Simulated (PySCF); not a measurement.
C5H13BSi.
Geometry (PBE0-D3(BJ)/def2-SVP, Å), atoms numbered from 1 in this order:
```xyz
20
C5H13BSi angstrom
Si     2.6260    0.3442   -0.3862
C      1.1963   -0.3114   -1.4323
B     -0.1438    0.0297   -0.7174
C     -0.8737   -0.8285    0.3900
C     -2.2240   -0.1270    0.5915
C     -1.9545    1.3525    0.2962
C     -0.9895    1.3503   -0.8969
H      2.6247   -0.2880    0.9697
H      2.5133    1.8249   -0.2073
H      3.9371    0.0465   -1.0416
H      1.2967    0.1844   -2.4126
H      1.3699   -1.3943   -1.5486
H     -0.9291   -1.9156    0.2220
H     -0.2442   -0.7016    1.2971
H     -2.6673   -0.2876    1.5873
H     -2.9515   -0.5174   -0.1427
H     -2.8789    1.9269    0.1239
H     -1.4566    1.8140    1.1677
H     -0.4347    2.2876   -1.0595
H     -1.5577    1.1729   -1.8360
```

Level: PBE0/def2-SVPD in PySCF, non-relativistic, on one gas-phase PBE0-D3(BJ)/def2-SVP geometry that isn't relaxed in the solvent. The solvent is an IEF-PCM continuum (van der Waals radii × 1.2), and excitations are vertical TDDFT with non-equilibrium linear response and a frozen core. Specific hydrogen bonds and non-electrostatic terms are outside this model.

Gas-phase singlets (H = HOMO, L = LUMO):

```csv
state,E (eV),λ (nm),f,leading configuration
S1,5.826,213,0.001,H→L 98%
S2,6.384,194,0.036,H-1→L 93%
S3,7.188,172,0.033,H-2→L 79%
S4,7.220,172,0.004,H→L+1 79%
S5,7.474,166,0.080,H-3→L 96%
```

**Question.** How does the list change in acetonitrile (ε = 35.69)?

**Answer.** 
```tsv
state	E (eV)	λ (nm)	f	leading configuration	change by rank (eV)
S1	5.829	213	0.001	H→L 98%	+0.003
S2	6.383	194	0.047	H-1→L 94%	-0.001
S3	7.191	172	0.048	H-2→L 72%	+0.003
S4	7.232	171	0.004	H→L+1 71%	+0.012
S5	7.472	166	0.134	H-3→L 93%	-0.002
```

**Question.** How does the list change in dimethylsulfoxide (ε = 46.83)?

**Answer.** 
```csv
state,E (eV),λ (nm),f,leading configuration,change by rank (eV)
S1,5.826,213,0.001,H→L 98%,0.000
S2,6.380,194,0.051,H-1→L 94%,-0.004
S3,7.186,173,0.052,H-2→L 72%,-0.002
S4,7.232,171,0.004,H→L+1 72%,+0.012
S5,7.465,166,0.146,H-3→L 92%,-0.009
```

**Question.** How do the frontier levels move from gas to dimethylsulfoxide?

**Answer.** 
```json
{"orbital": "LUMO+2", "gas (eV)": "0.91", "solvent (eV)": "1.01", "change (eV)": "+0.10"}
{"orbital": "LUMO+1", "gas (eV)": "0.29", "solvent (eV)": "0.45", "change (eV)": "+0.16"}
{"orbital": "LUMO", "gas (eV)": "-0.49", "solvent (eV)": "-0.33", "change (eV)": "+0.16"}
{"orbital": "HOMO", "gas (eV)": "-8.01", "solvent (eV)": "-7.85", "change (eV)": "+0.16"}
{"orbital": "HOMO-1", "gas (eV)": "-8.45", "solvent (eV)": "-8.31", "change (eV)": "+0.14"}
{"orbital": "HOMO-2", "gas (eV)": "-8.85", "solvent (eV)": "-8.71", "change (eV)": "+0.14"}
{"orbital": "HOMO-3", "gas (eV)": "-9.19", "solvent (eV)": "-9.06", "change (eV)": "+0.13"}
```

The HOMO–LUMO gap goes from 7.52 to 7.53 eV.
